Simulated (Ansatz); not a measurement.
This geometry of BrH + ClFGeH2 (7 atoms, charge 0, multiplicity 1) is a first-order saddle point.

The calculation used RKS B3LYP/def2-SVP (Ansatz).

```xyz
7
Properties=species:S:1:pos:R:3
Ge -0.115 0.014 -0.020
Cl -0.015 0.650 2.392
H 1.304 -0.539 0.140
H -0.445 1.425 -0.501
F -0.682 -1.062 -1.286
Br -2.546 -0.645 1.084
H -1.580 0.051 2.155
```

Question: Which two structures does it join? (They come from a converged band through this point; their orientation in space is the band's.)

Answer: Bonds broken: Ge1–Cl2, Br6–H7. Bonds formed: Ge1–Br6, Cl2–H7. BrH + ClFGeH2 becomes BrFGeH2 + ClH.

Initial state:

```xyz
7
Properties=species:S:1:pos:R:3
Ge 0.380 -0.063 -0.111
Cl 0.231 -0.380 2.037
H 1.812 0.380 -0.423
H -0.776 0.842 -0.544
F 0.143 -1.619 -0.853
Br -3.584 0.584 1.719
H -2.284 0.149 2.140
```

Final state:

```xyz
7
Properties=species:S:1:pos:R:3
Ge -0.346 -0.266 -0.353
Cl -0.183 1.148 3.024
H 0.776 -0.972 0.410
H -0.290 1.256 -0.508
F -0.369 -0.939 -1.961
Br -2.390 -0.846 0.610
H -1.277 0.513 2.744
```

Question: How far does it lie above each of them?

Answer: 1.28 eV above the first and 1.31 eV above the second. This is the barrier of this one path; another mechanism may lie lower. The orbitals stay closed-shell, which can raise the energy where a bond breaks towards radicals; this wasn't checked here.

The run took 3.3 min on 4 threads of Intel(R) Xeon(R) Platinum 8488C (Sapphire Rapids), with other jobs on the host, peak memory 0.32 GiB.
